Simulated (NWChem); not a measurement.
System: C$_{2}$H$_{7}$FOSi; SMILES OC[SiH2]CF

NWChem input:

```
start job
memory heap 200 mb stack 900 mb global 1100 mb
geometry units angstroms noautosym nocenter noautoz
  O      0.983554    -2.052429     0.292591
  C     -0.243463    -1.730150    -0.369333
  Si    -0.809024     0.033164     0.116044
  C      0.597957     1.244367    -0.334995
  F      0.337564     2.517080     0.171879
  H      0.790791    -2.095138     1.247572
  H     -0.035410    -1.766673    -1.460563
  H     -1.046154    -2.487654    -0.192670
  H     -2.096753     0.442693    -0.547923
  H     -0.993501     0.066844     1.611174
  H      0.729511     1.307595    -1.440353
  H      1.556199     0.859529     0.083060
end
basis spherical
  * library def2-svp
end
dft
  xc b3lyp
  iterations 150
end
cosmo
  do_cosmo_smd true
  solvent water
end
task dft energy
```

Excerpt of the output:

```
             Northwest Computational Chemistry Package (NWChem) 7.3.0
             --------------------------------------------------------

                             Geometry "geometry" -> ""
                             -------------------------

 Output coordinates in angstroms (scale by  1.889725989 to convert to a.u.)

  No.       Tag          Charge          X              Y              Z
 ---- ---------------- ---------- -------------- -------------- --------------
    1 O                    8.0000     0.98355400    -2.05242900     0.29259100
    2 C                    6.0000    -0.24346300    -1.73015000    -0.36933300
    3 Si                  14.0000    -0.80902400     0.03316400     0.11604400
    4 C                    6.0000     0.59795700     1.24436700    -0.33499500
    5 F                    9.0000     0.33756400     2.51708000     0.17187900
    6 H                    1.0000     0.79079100    -2.09513800     1.24757200
    7 H                    1.0000    -0.03541000    -1.76667300    -1.46056300
    8 H                    1.0000    -1.04615400    -2.48765400    -0.19267000
    9 H                    1.0000    -2.09675300     0.44269300    -0.54792300
   10 H                    1.0000    -0.99350100     0.06684400     1.61117400
   11 H                    1.0000     0.72951100     1.30759500    -1.44035300
   12 H                    1.0000     1.55619900     0.85952900     0.08306000

 Effective nuclear repulsion energy (a.u.)     232.8907078328

                                 NWChem DFT Module
                                 -----------------

 Summary of "ao basis" -> "ao basis" (spherical)
 ------------------------------------------------------------------------------
       Tag                 Description            Shells   Functions and Types
 ---------------- ------------------------------  ------  ---------------------
 O                          def2-svp                 6       14   3s2p1d
 C                          def2-svp                 6       14   3s2p1d
 Si                         def2-svp                 8       18   4s3p1d
 F                          def2-svp                 6       14   3s2p1d
 H                          def2-svp                 3        5   2s1p

 in cosmo_initialize ...
 calling solv_data for solv:h2o

 solvent parameters
 solvname_short: h2o
 solvname_long:  water
 dielec:       78.4000
 dielecinf:     1.7769
 aqueous SMD model solvent descriptors
 dielec:       78.4000
 sola:          0.8200

[...]

                                COSMO-SMD solvation results
                                ---------------------------

             internal energy in gas <Psi(g)|H|Psi(g)> =      -544.686961634479
         internal energy in solvent <Psi(s)|H|Psi(s)> =      -544.685033659320
                               delta internal energy  =         0.001927975159 (    1.21 kcal/mol)
   total free energy in solvent <Psi(s)|H+V/2|Psi(s)> =      -544.700251505234
 polarization energy contribution <Psi(s)|V/2|Psi(s)> =        -0.015217845914 (   -9.55 kcal/mol)
    total free energy in solvent including G(SMD-CDS) =      -544.693388819330
                       G(SMD-CDS) energy contribution =         0.006862685904 (    4.31 kcal/mol)
     1 M fixed-concentration free energy of solvation =        -0.006427184852 (   -4.03 kcal/mol)

                       DFT Final Molecular Orbital Analysis
                       ------------------------------------

 Vector   23  Occ=2.000000D+00  E=-3.306159D-01
              MO Center= -3.5D-01,  8.6D-01,  1.2D-01, r^2= 3.8D+00
   Bfn.  Coefficient  Atom+Function         Bfn.  Coefficient  Atom+Function
  ----- ------------  ---------------      ----- ------------  ---------------
    66      0.260939   5 F  pz               95     -0.252971  10 H  s
    90      0.235437   9 H  s               100     -0.212675  11 H  s
   105      0.211540  12 H  s                52      0.209788   4 C  pz
    69     -0.188058   5 F  pz               96     -0.183362  10 H  s
    38     -0.176306   3 Si pz               91      0.165859   9 H  s

 Vector   24  Occ=2.000000D+00  E=-3.009893D-01
              MO Center=  6.6D-02,  9.4D-01, -4.9D-02, r^2= 3.2D+00
   Bfn.  Coefficient  Atom+Function         Bfn.  Coefficient  Atom+Function
  ----- ------------  ---------------      ----- ------------  ---------------
    50      0.306754   4 C  px               64      0.298761   5 F  px
    36     -0.221520   3 Si px               67     -0.221508   5 F  px
    31     -0.191106   3 Si s                49     -0.171113   4 C  s
    51      0.162756   4 C  py               53      0.144654   4 C  px
     5      0.142097   1 O  py               39     -0.139307   3 Si px

 Vector   25  Occ=2.000000D+00  E=-2.615500D-01
              MO Center=  2.4D-01, -1.4D+00,  5.1D-02, r^2= 2.9D+00
   Bfn.  Coefficient  Atom+Function         Bfn.  Coefficient  Atom+Function
  ----- ------------  ---------------      ----- ------------  ---------------
     5      0.474762   1 O  py                8      0.383286   1 O  py
    19     -0.283099   2 C  py               37      0.226000   3 Si py
    85      0.185849   8 H  s                17     -0.181103   2 C  s
    22     -0.141554   2 C  py               31     -0.133855   3 Si s
    86      0.129537   8 H  s                34     -0.116384   3 Si py

 Vector   26  Occ=0.000000D+00  E= 3.005873D-02
              MO Center= -4.6D-01, -2.0D-01,  1.6D-01, r^2= 5.4D+00
   Bfn.  Coefficient  Atom+Function         Bfn.  Coefficient  Atom+Function
  ----- ------------  ---------------      ----- ------------  ---------------
    17      1.310154   2 C  s                40      0.963812   3 Si py
    86     -0.513876   8 H  s                81     -0.403252   7 H  s
    76     -0.380769   6 H  s                91     -0.380223   9 H  s
    96     -0.340873  10 H  s                21     -0.319397   2 C  px
    41      0.294396   3 Si pz               54      0.295813   4 C  py

[...]
```

Level: B3LYP/def2-SVP, SMD on the gas-phase geometry. The geometry was optimised at PBE-D3(BJ)/def2-SVP. Not confirmed as a minimum by frequencies. Solvent: water.
